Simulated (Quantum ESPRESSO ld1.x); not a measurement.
Question: The mean radii <r> (bohr) of the occupied orbitals of an atom or ion are listed with their occupations. Method: scalar-relativistic Kohn-Sham, LDA (Slater exchange, Perdew-Wang correlation), spin-polarised, spherical densities, point nucleus; computed with ld1.x of Quantum ESPRESSO 7.5.

orbital  occ.      <r>
1s up       1  0.03266
1s down     1  0.03266
2s up       1   0.1405
2s down     1   0.1404
2p up       3   0.1222
2p down     3   0.1222
3s up       1   0.3483
3s down     1   0.3487
3p up       3   0.3384
3p down     1   0.3389

Name the element and its charge. Open shells, if any, are filled with parallel spins first.

Answer: Z = 45, rhodium, charge +29: Rh29+ in [Ne] 3s2 3p4. The 1s radius gives Z: for a bare nucleus <r> = (2 gamma + 1)/(2Z) with gamma = sqrt(1 - (Z/c)^2), 0.0321 bohr for Z = 45, and screening makes it slightly larger (0.03266 here). The occupations add up to 16, and the charge is Z minus that.
